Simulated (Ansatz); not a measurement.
One change: `[OH][Ti]12345678([OH])([C@H]9[C@@H]1[C@@H]2[C@@H]3[C@H]94)[C@H]1[C@@H]5[C@@H]6[C@@H]7[C@H]18` becomes `[OH][Hf]12345678([OH])([C@H]9[C@@H]1[C@@H]2[C@@H]3[C@H]94)[C@H]1[C@@H]5[C@@H]6[C@@H]7[C@H]18`.

Ansatz, PBE0-D4/def2-TZVP geometries, multiplicity 1. Each molecule was computed in one conformer, which needn't be the lowest.

Elements past krypton have def2 core potentials. Scalar relativity is left out up to krypton.

```json
{"property": "size of the dipole moment (PBE/def2-TZVPP) / D", "`[OH][Ti]12345678([OH])([C@H]9[C@@H]1[C@@H]2[C@@H]3[C@H]94)[C@H]1[C@@H]5[C@@H]6[C@@H]7[C@H]18`": "0.92"}
{"property": "HOMO–LUMO gap (ωB97M-V/def2-TZVPP) / eV", "`[OH][Ti]12345678([OH])([C@H]9[C@@H]1[C@@H]2[C@@H]3[C@H]94)[C@H]1[C@@H]5[C@@H]6[C@@H]7[C@H]18`": "9.49"}
{"property": "size of the dipole moment (B3LYP/def2-TZVPP) / D", "`[OH][Ti]12345678([OH])([C@H]9[C@@H]1[C@@H]2[C@@H]3[C@H]94)[C@H]1[C@@H]5[C@@H]6[C@@H]7[C@H]18`": "1.14"}
{"property": "HOMO energy (B3LYP/def2-TZVPP) / eV", "`[OH][Ti]12345678([OH])([C@H]9[C@@H]1[C@@H]2[C@@H]3[C@H]94)[C@H]1[C@@H]5[C@@H]6[C@@H]7[C@H]18`": "-6.18"}
{"property": "LUMO energy (PBE/def2-TZVPP) / eV", "`[OH][Ti]12345678([OH])([C@H]9[C@@H]1[C@@H]2[C@@H]3[C@H]94)[C@H]1[C@@H]5[C@@H]6[C@@H]7[C@H]18`": "-2.05"}
{"property": "size of the dipole moment (ωB97M-V/def2-TZVPP) / D", "`[OH][Ti]12345678([OH])([C@H]9[C@@H]1[C@@H]2[C@@H]3[C@H]94)[C@H]1[C@@H]5[C@@H]6[C@@H]7[C@H]18`": "1.19"}
```

(1) What does the change do to each property? (Estimate.)

Results:

(1) Ansatz gave: 
```
                                          property  `[OH][Hf]12345678([OH])([C@H]9[C@@H]1[C@@H]2[C@@H]3[C@H]94)[C@H]1[C@@H]5[C@@H]6[C@@H]7[C@H]18`  shift
    size of the dipole moment (PBE/def2-TZVPP) / D                                                                                            0.81  -0.11
           HOMO–LUMO gap (ωB97M-V/def2-TZVPP) / eV                                                                                           10.03   0.54
  size of the dipole moment (B3LYP/def2-TZVPP) / D                                                                                            0.97  -0.17
               HOMO energy (B3LYP/def2-TZVPP) / eV                                                                                           -6.41  -0.23
                 LUMO energy (PBE/def2-TZVPP) / eV                                                                                           -0.95   1.10
size of the dipole moment (ωB97M-V/def2-TZVPP) / D                                                                                            1.04  -0.15
```

With PBE0 the HOMO falls by 0.24 eV and the LUMO rises by 0.97 eV, so the gap widens by about 1.21 eV. PBE moves the HOMO by -0.25 eV and ωB97M-V by -0.24 eV. Dipoles are sizes alone; their direction can turn.

B3LYP here is the variant with VWN-RPA as its local correlation; programs differ in this.

Positive LUMOs are unbound, so they and the gaps depend on the basis.
